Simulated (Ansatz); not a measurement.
Breaking the O3–H4 bond in H2OPb (SMILES [OH][PbH]) (multiplicity 1 held, fragments rigid). Energies count from the point at 0.964 Å.
Geometry at that point (charge 0, multiplicity 1):
```json
[
 {"atom": "Pb", "x (Å)": "-0.1201", "y (Å)": "-0.1016", "z (Å)": "0.1405"},
 {"atom": "H", "x (Å)": "-1.4864", "y (Å)": "0.0214", "z (Å)": "-1.1432"},
 {"atom": "O", "x (Å)": "1.2989", "y (Å)": "0.8935", "z (Å)": "-1.0580"},
 {"atom": "H", "x (Å)": "0.9450", "y (Å)": "1.1577", "z (Å)": "-1.9145"}
]
```

R- and RO- levels are restricted; in cc, def2 and unpolarised 6-31G sets they are followed outwards from rest. U- levels take the lowest unrestricted solution at each point, which mixes spins at long bonds. Levels need not reach the same state.

Correlated levels freeze the cores. Filled d and f shells under p-block atoms count as core.

The values were computed with Ansatz (an electronic-structure program). Values without a source in brackets are computed. In def2 rows elements past Kr take small-core potentials, without spin–orbit coupling.

Task: One of these levels gives 895.7 kJ/mol for the energy at R = 3.084 Å. Name it.
A. U-HF/def2-SVP
B. U-MP2/def2-SVP
C. R-HF/def2-SVP
D. R-SCS-MP2/def2-SVP

Result: C, R-HF/def2-SVP. The others give 343.1 (U-HF/def2-SVP), 487.7 (U-MP2/def2-SVP), 548.0 (R-SCS-MP2/def2-SVP)

Doubts at one or more of the structures used: a restricted determinant that unrestricted orbitals would lower (R-HF/def2-SVP, R-SCS-MP2/def2-SVP); a spin-contaminated determinant (U-HF/def2-SVP, U-MP2/def2-SVP).
